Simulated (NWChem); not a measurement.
Species: C$_{3}$H$_{5}$FSi; SMILES C(#C)[SiH2]CF

```xyz
10

C      0.9265    -2.4905    -0.0459
C      0.1872    -1.5266     0.0251
Si    -0.9112    -0.0627     0.1234
C     -0.0120     1.4805    -0.5241
F      1.0596     1.7877     0.2851
H      1.5800    -3.3432    -0.1062
H     -1.3190     0.1516     1.5407
H     -2.1199    -0.2897    -0.7254
H      0.3454     1.3165    -1.5565
H     -0.7072     2.3398    -0.5503
```
Atoms are numbered in this order, from 1.

All runs use the structure optimised with PBE0/def2-SVP. B3LYP is NWChem's, with the RPA form of VWN correlation.

Give the principal values of the shielding tensors (ppm) of C1, C2, Si3, C4, F5 from B3LYP/6-31G* (spherical d), GIAO (NWChem), with their diamagnetic and paramagnetic parts as GIAO splits them.


| atom | σ11 | σ22 | σ33 | isotropic | diamagnetic | paramagnetic |
|---|---|---|---|---|---|---|
| C1 | 22.7 | 25.0 | 250.0 | 99.2 | 269.1 | -169.9 |
| C2 | 34.1 | 39.7 | 287.0 | 120.3 | 254.2 | -133.9 |
| Si3 | 430.8 | 464.1 | 486.4 | 460.4 | 885.3 | -424.9 |
| C4 | 79.5 | 96.2 | 179.7 | 118.5 | 246.9 | -128.4 |
| F5 | 429.4 | 460.4 | 506.2 | 465.4 | 469.7 | -4.3 |
